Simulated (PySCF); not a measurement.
C3H5FOSi, SMILES C1C([SiH2]F)=CO1.

Geometry optimised at B3LYP-D3(BJ)/def2-SVP. The structure was generated by enumeration, and PubChem lists no compound with its InChIKey, so it may never have been made. One conformer was computed; it need not be the lowest.

Two levels are set side by side: PBE/def2-TZVP (PySCF) and CAM-B3LYP/def2-TZVP (PySCF). Same geometry, gas phase. Differences are taken from unrounded values.

```json
[
 {"quantity": "orbital gap (eV)", "CAM-B3LYP": "9.13"},
 {"quantity": "highest occupied level (eV)", "CAM-B3LYP": "-8.32"},
 {"quantity": "lowest empty level (eV)", "CAM-B3LYP": "0.81"},
 {"quantity": "dipole moment (D)", "CAM-B3LYP": "1.67"},
 {"quantity": "mean polarisability (bohr³)", "CAM-B3LYP": "59.9"}
]
```

### Question
What does PBE give, and how far is it from CAM-B3LYP? (The exact figures need the calculation; the answer reports its results.)

### Answer

| quantity | PBE | PBE minus CAM-B3LYP |
|---|---|---|
| orbital gap (eV) | 4.55 | -4.58 |
| highest occupied level (eV) | -5.81 | 2.51 |
| lowest empty level (eV) | -1.26 | -2.07 |
| dipole moment (D) | 1.68 | 0.01 |
| mean polarisability (bohr³) | 62.7 | 2.8 |

PBE's occupied levels lie high since its potential decays too fast outside the molecule; exact exchange lowers them and widens the gap. PBE's more diffuse valence density responds more strongly to a field. Differences between two approximate levels are no errors against the true value.

Rough cost on one machine, each run with all the roots and properties that it gave: CAM-B3LYP against PBE within a factor of 2.
